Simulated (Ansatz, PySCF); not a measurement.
Gas-phase reaction in SMILES: BB (B2H4) → B[BH2-] (an electron is taken up)
Each molecule is optimised on its own at B3LYP-D3(BJ)/def2-TZVP (Ansatz, a program for electronic structure), one conformer each, not searched for the lowest.

Quantity: adiabatic electron affinity (0 K, with B3LYP-D3(BJ) harmonic zero-point energies from PySCF), positive where the reaction releases energy, in eV. Correlated levels leave the core frozen unless marked. Open shells are spin-unrestricted. Spin-orbit coupling is left out. No relativistic terms. Anions need diffuse functions: aug- sets have them; def2-D sets add few; the other sets have none. Basis-set limits of correlation are two-point, X^-3; Hartree-Fock from the larger set. The bracket is a focal-point correction in the basis named.

| level | program | adiabatic electron affinity (eV) |
|---|---|---|
| PBE/def2-TZVPD | Ansatz | 1.04 |

Q: What does RI-MP2/CBS(aug-cc-pVTZ,aug-cc-pVQZ)+[CCSD(T)-MP2]/aug-cc-pVTZ (Ansatz) give?

A: 0.94 eV, so PBE/def2-TZVPD differs from it by 0.10 eV.
